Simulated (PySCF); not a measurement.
**Cu(PF3)(OH), CuF₃HOP**

Cartesian coordinates in Å; atom numbers follow the order of the lines, from 1:
```xyz
7

Cu   -0.0242    0.0299   -1.0075
P    -0.0646    0.0857    1.1245
F    -0.6344    1.3271    1.9234
F     1.2619   -0.0287    1.9865
F    -0.8557   -0.9927    1.9780
O    -0.0893    0.1167   -2.7575
H     0.4063   -0.5381   -3.2474
```

Level of theory: GIAO KT3/def2-SVP (def2-TZVP on Cu) magnetisability, rotational g tensor and spin-rotation constants, non-relativistic, gas phase (PySCF). Geometry: GFN2-xTB.

(1) How diamagnetic is it, and how anisotropic?

(2) Split it along the inertial axes a, b, c into diamagnetic and paramagnetic parts about the centre of mass, with the quadrupole moment.

(3) And the rotational g tensor?

Answers

(1) Isotropic -1008 × 10⁻³⁰ J/T², or -60.7 × 10⁻⁶ cm³/mol; principal values -1081, -986, -957 × 10⁻³⁰ J/T², anisotropy 112 × 10⁻³⁰ J/T² (root of half the summed squared differences of the principal values). The susceptibility is in cgs units.

(2) 
| axis | χ (10⁻⁶ cm³/mol) | diamagnetic (10⁻⁶ cm³/mol) | paramagnetic (10⁻⁶ cm³/mol) | summed x² of all electrons (Å²) | quadrupole Θ (D Å) |
| --- | --- | --- | --- | --- | --- |
| a | -65.1 | -290.0 | 224.9 | 232.4 | -9.29 |
| b | -57.7 | -1129.9 | 1072.3 | 34.4 | +5.69 |
| c | -59.4 | -1131.8 | 1072.4 | 34.0 | +3.60 |

Anisotropies 2χaa − χbb − χcc = -13.1 and 2χbb − χaa − χcc = +9.2 × 10⁻⁶ cm³/mol. Θ is traceless in Buckingham's convention.

(3) 
| axis | rotational constant (GHz) | g | nuclear part | electronic part |
| --- | --- | --- | --- | --- |
| a | 4.8656 | -0.0344 | 0.4797 | -0.5142 |
| b | 1.0133 | -0.0149 | 0.4955 | -0.5104 |
| c | 1.0112 | -0.0135 | 0.4960 | -0.5095 |

Asymmetric top; isotopes 63Cu, 19F, 1H, 16O, 31P; no vibrational averaging.
